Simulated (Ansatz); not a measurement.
One change: `[CH3][SbH][SH]` becomes `C[S][SbH][CH3]`.

Ansatz, PBE0-D4/def2-TZVP geometries, multiplicity 1. Each molecule was computed in one conformer, which needn't be the lowest.

Elements past krypton have def2 core potentials.  Spin–orbit coupling is left out; it splits and shifts lone-pair levels of the heavy atoms by tenths of an eV.

```csv
property,`[CH3][SbH][SH]`
LUMO energy (ωB97M-V/def2-TZVPP) / eV,0.82
size of the dipole moment (B3LYP/def2-TZVPP) / D,1.93
HOMO–LUMO gap (PBE/def2-TZVPP) / eV,4.24
size of the dipole moment (ωB97M-V/def2-TZVPP) / D,1.97
HOMO energy (PBE0/def2-TZVPP) / eV,-7.13
LUMO energy (PBE/def2-TZVPP) / eV,-1.68
```

Question: What does the change do to each property? (Best estimate.)

Answer: Ansatz gave: 
| property | `C[S][SbH][CH3]` | shift |
| --- | --- | --- |
| LUMO energy (ωB97M-V/def2-TZVPP) / eV | 0.90 | 0.08 |
| size of the dipole moment (B3LYP/def2-TZVPP) / D | 1.68 | -0.25 |
| HOMO–LUMO gap (PBE/def2-TZVPP) / eV | 3.79 | -0.45 |
| size of the dipole moment (ωB97M-V/def2-TZVPP) / D | 1.65 | -0.32 |
| HOMO energy (PBE0/def2-TZVPP) / eV | -6.50 | 0.63 |
| LUMO energy (PBE/def2-TZVPP) / eV | -1.54 | 0.14 |

With PBE0 the HOMO rises by 0.63 eV and the LUMO rises by 0.11 eV, so the gap narrows by about 0.52 eV. PBE moves the HOMO by 0.58 eV and ωB97M-V by 0.65 eV. Dipoles are sizes alone; their direction can turn.

B3LYP here is the variant with VWN-RPA as its local correlation; programs differ in this.
